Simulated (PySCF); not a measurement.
H4Ge (SMILES [GeH4]), singlet, geometry from GFN2-xTB. Base run: SCAN/6-31G** (PySCF).

PySCF was given this input:
```python
from pyscf import gto, scf, dft

mol = gto.Mole()
mol.atom = '''
    Ge    0.000000   -0.000000    0.000000
    H    -0.590070   -0.864825   -1.049661
    H     0.555123   -0.846366    1.083234
    H    -1.048727    0.888596    0.555392
    H     1.083674    0.822595   -0.588965
'''
mol.basis = '6-31g**'
mol.charge = 0
mol.spin = 0
mol.verbose = 4
mol.build()

mf = dft.RKS(mol)
mf.xc = 'scan'
mf.kernel()
mf.analyze()
```

Variants of this job, named by their change:

```
change                                ΔE vs base (mEh)  grid points  electrons on the grid        outcome
------------------------------------  ----------------  -----------  ---------------------  -------------
base                                             0.000        59872               36.00000      converged
grids.level = 5                                 -6.292       138896               36.00000      converged
grids.atom_grid = (99, 590)                     -7.316       161432               36.00000      converged
grids.atom_grid = (150, 974)                    -6.391       403384               36.00000      converged
grids.radi_method = mura_knowles                -9.374        57296               36.00000      converged
grids.level = 0                                  178.1         4928               36.00112      converged
grids.level = 7                                 -6.388       287560               36.00000      converged
grids.prune = dft.gen_grid.sg1_prune                 -            -                      -  input refused
grids.atom_grid = (30, 110)                      178.9        12336               36.00059      converged
grids.atom_grid = (50, 194)                     81.312        32792               35.99997      converged
grids.becke_scheme = stratmann                   0.002        59872               36.00000      converged
```

- grids.prune = dft.gen_grid.sg1_prune: ended with `IndexError: index 32 is out of bounds for axis 0 with size 19`
